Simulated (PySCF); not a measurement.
Start geometry of `CCCC1=CC=CCC1` from GFN2-xTB (Å):
```
atom  x, y, z in Å
C1    -2.4415   -0.9913    0.2979
C2    -2.1471    0.1000   -0.7219
C3    -1.2372    1.1937   -0.1436
C4     0.1395    0.6806    0.1470
C5     0.5707    0.3880    1.3765
C6     1.9171   -0.1005    1.6007
C7     2.6553   -0.5440    0.5855
C8     2.0901   -0.5813   -0.8041
C9     1.0903    0.5543   -1.0153
H10   -2.9482   -0.5738    1.1653
H11   -3.0791   -1.7577   -0.1367
H12   -1.5172   -1.4567    0.6321
H13   -1.6731   -0.3433   -1.6002
H14   -3.0847    0.5572   -1.0460
H15   -1.1696    2.0131   -0.8647
H16   -1.6900    1.5793    0.7722
H17   -0.0703    0.5162    2.2368
H18    2.2918   -0.1044    2.6139
H19    3.6489   -0.9402    0.7347
H20    1.5883   -1.5474   -0.9461
H21    2.8888   -0.5192   -1.5453
H22    1.6316    1.5046   -1.1101
H23    0.5410    0.4000   -1.9456
```

Problem. What comes out of this run: PBE0-D3(BJ)/def2-SVP geometry optimisation, gas phase in PySCF?

Solution. 
```
atom  x, y, z in Å
C1    -2.497   -1.062    0.235
C2    -2.216    0.143   -0.647
C3    -1.285    1.174    0.003
C4     0.098    0.665    0.273
C5     0.584    0.466    1.515
C6     1.952    0.004    1.730
C7     2.669   -0.516    0.719
C8     2.047   -0.654   -0.641
C9     1.020    0.443   -0.901
H10   -2.977   -0.760    1.180
H11   -3.165   -1.780   -0.264
H12   -1.566   -1.590    0.497
H13   -1.781   -0.192   -1.605
H14   -3.163    0.644   -0.910
H15   -1.215    2.055   -0.662
H16   -1.736    1.526    0.946
H17   -0.043    0.680    2.386
H18    2.375    0.065    2.736
H19    3.680   -0.896    0.887
H20    1.553   -1.646   -0.700
H21    2.814   -0.653   -1.430
H22    1.539    1.402   -1.101
H23    0.446    0.217   -1.813
```

The energy falls by 7.5 kJ/mol over 8 energy and gradient evaluations, the largest force component goes from 0.0132 to 1.6e-04 Eh/bohr, and the atoms move by 0.150 Å rms after alignment. Among the bonds, C4=C5, C6=C7, C1–H10, C1–H11, C1–H12, C5–H17, C6–H18 and C7–H19 change most and about equally (+0.013 to +0.014 Å). Bonds longer at the end by more than 0.005 Å: 17 of 23; shorter: 0. Among the angles that change most is C2–C3–C4, from 111.9° to 114.1°. Rotational constants go from 2958, 1055, 969.7 to 2970, 1019, 950.8 MHz. The orientation of the end geometry is arbitrary; only internal coordinates are fixed.

The run used 196 basis functions and 55 SCF cycles in all. Cost: about 4 min of CPU time on one thread; the machine was shared, so the figure is rough.

Stationary, but not proved a minimum. The numbers are those of one conformer.
